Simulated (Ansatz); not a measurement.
Cost and result for the atomization energy of CH7AlSSi (11 atoms, 11 bonds).

Cartesian coordinates in Å:
```
C 0.5482 1.5461 0.3624
S -0.7624 0.3916 0.8573
Si -1.0575 -0.7086 -1.1076
Al 0.3947 -1.7339 0.5137
H 1.2802 1.0544 -0.2780
H 1.0415 1.8931 1.2693
H 0.0966 2.3861 -0.1633
H -2.5309 -0.9138 -1.1792
H -0.7005 0.3283 -2.1174
H -0.2498 -2.8542 1.4282
H 1.9399 -1.3891 0.4147
```

Charge 0, multiplicity 1. The bonds changed during the relaxation, so this is another structure than the one it started from. The structure was optimised at the PBE0-D4/def2-TZVP level. It is one conformer, not always the lowest. Program: Ansatz. All runs use 4 threads of an Arm Neoverse V2 on a shared host. Times are those of one run each, without the atoms' runs, and a repeat can differ threefold. Electronic energies, without spin–orbit coupling; frozen cores. CCSD(T)/CBS adds CCSD(T) − MP2 in def2-TZVPP to the MP2 limit, and its time is that of the two runs behind it. T1 = 0.012. B3LYP takes the VWN-RPA correlation (the form of Gaussian; ORCA's B3LYP/G).

CCSD(T)/CBS is a level of theory with its own doubt, some kJ/mol a heavy atom from the limit and from the frozen cores, so smaller differences don't rank the functionals.

| level | functions | wall time | atomization (kJ/mol) | difference from CCSD(T)/CBS | per bond |
| --- | --- | --- | --- | --- | --- |
| PBE-D4/def2-TZVPP (with forces) | 255 | 2.5 s | 3379.3 | 5.4 | 0.5 |
| PBE0-D4/def2-TZVPP | 255 | 3.1 s | 3357.4 | -16.5 | -1.5 |
| B3LYP-D4/def2-TZVPP (with forces) | 255 | 4.8 s | 3358.3 | -15.6 | -1.4 |
| r2SCAN-D4/def2-TZVPP (with forces) | 255 | 4.9 s | 3386.2 | 12.3 | 1.1 |
| B2PLYP/def2-TZVPP | 255 | 5.5 s | 3308.6 | -65.3 | -5.9 |
| ωB97X-V/def2-TZVPP | 255 | 8 s | 3393.9 | 20.0 | 1.8 |
| ωB97M-V/def2-TZVPP (with forces) | 255 | 12 s | 3380.9 | 7.0 | 0.6 |
| MP2/def2-QZVPP | 477 | 20 s | 3334.2 | -39.7 | -3.6 |
| CCSD(T)/def2-TZVPP | 255 | 82 s | 3284.1 | -89.8 | -8.2 |
| CCSD(T)/CBS(def2) | – | 100 s | 3373.9 | 0.0 | 0.0 |

From PBE to PBE0 (25 % exact exchange), in def2-TZVPP and without D4, the atomization energy moves by −17.7 kJ/mol: exact exchange takes away binding that semilocal exchange gives to molecules. The D4 term adds +45.6 kJ/mol with B3LYP and +23.8 kJ/mol with PBE0; it sums over pairs of atoms, weighted by their polarisabilities, and B3LYP, whose exchange is more repulsive, gets the larger term. In def2-TZVPP, CCSD(T) changes the Hartree–Fock value by +780.3 kJ/mol (the triples alone add +43.4 kJ/mol) and MP2 by +777.6 kJ/mol; breaking electron pairs costs correlation energy, which Hartree–Fock lacks.
